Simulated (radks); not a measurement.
All-electron atom: the krypton ion Kr11+ in [Ar] 3d7. Calculated with a radial shooting solver on a logarithmic mesh with Libxc functionals: scalar-relativistic Kohn-Sham, SCAN, spin-polarised, spherical densities, finite nucleus; open shells are filled with parallel spins first; meta-GGA in the generalised Kohn-Sham scheme; Fermi nuclear charge, rms radius 4.1884 fm.

Normalised radial functions P(r) = r R(r), r in bohr:

r         3p down   3d up  3d down
0.003444   0.0074  0.0000   0.0000
0.003852   0.0091  0.0001   0.0001
0.004343   0.0113  0.0001   0.0001
0.004858   0.0138  0.0001   0.0001
0.005434   0.0170  0.0002   0.0002
0.006078   0.0208  0.0002   0.0002
0.006798   0.0254  0.0003   0.0003
0.007604   0.0311  0.0004   0.0004
0.008573   0.0385  0.0006   0.0006
0.009589   0.0470  0.0008   0.0008
0.01073    0.0572  0.0011   0.0010
0.012      0.0695  0.0014   0.0014
0.01342    0.0842  0.0020   0.0020
0.01501    0.1017  0.0027   0.0027
0.01679    0.1226  0.0037   0.0037
0.01893    0.1491  0.0051   0.0051
0.02117    0.1782  0.0070   0.0069
0.02368    0.2120  0.0094   0.0094
0.02649    0.2508  0.0127   0.0126
0.02963    0.2951  0.0171   0.0170
0.03314    0.3448  0.0230   0.0228
0.03736    0.4039  0.0313   0.0311
0.04179    0.4640  0.0416   0.0413
0.04674    0.5278  0.0550   0.0546
0.05228    0.5938  0.0723   0.0718
0.05848    0.6592  0.0945   0.0938
0.06541    0.7207  0.1225   0.1216
0.07375    0.7776  0.1605   0.1593
0.08249    0.8168  0.2047   0.2032
0.09226    0.8363  0.2588   0.2569
0.1032     0.8298  0.3236   0.3212
0.1154     0.7906  0.4001   0.3970
0.1291     0.7126  0.4887   0.4850
0.1456     0.5810  0.5969   0.5922
0.1628     0.4115  0.7087   0.7030
0.1821     0.1990  0.8285   0.8215
0.2037    -0.0513  0.9540   0.9447
0.2278    -0.3286  1.0782   1.0677
0.2548    -0.6156  1.1945   1.1828
0.285     -0.8945  1.2961   1.2836
0.3214    -1.1594  1.3796   1.3672
0.3595    -1.3537  1.4261   1.4145
0.4021    -1.4802  1.4363   1.4262
0.4497    -1.5268  1.4059   1.3988
0.503     -1.4925  1.3344   1.3314
0.5626    -1.3848  1.2255   1.2268
0.6344    -1.2055  1.0751   1.0809
0.7096    -1.0009  0.9134   0.9228
0.7936    -0.7840  0.7433   0.7553
0.8877    -0.5770  0.5766   0.5901
0.9929    -0.3968  0.4235   0.4367
1.111     -0.2530  0.2929   0.3048
1.252     -0.1425  0.1830   0.1927
1.401     -0.0758  0.1090   0.1162
1.567     -0.0364  0.0596   0.0644
1.752     -0.0156  0.0296   0.0324

3p down: eigenvalue -445.81 eV, 1 radial node at r = 0.199 bohr, <r> = 0.515 bohr, 90 % of the charge inside 0.776 bohr. 3d up: eigenvalue -337.23 eV, 0 radial nodes, <r> = 0.495 bohr, 90 % of the charge inside 0.784 bohr. 3d down: eigenvalue -328.71 eV, 0 radial nodes, <r> = 0.499 bohr, 90 % of the charge inside 0.794 bohr.
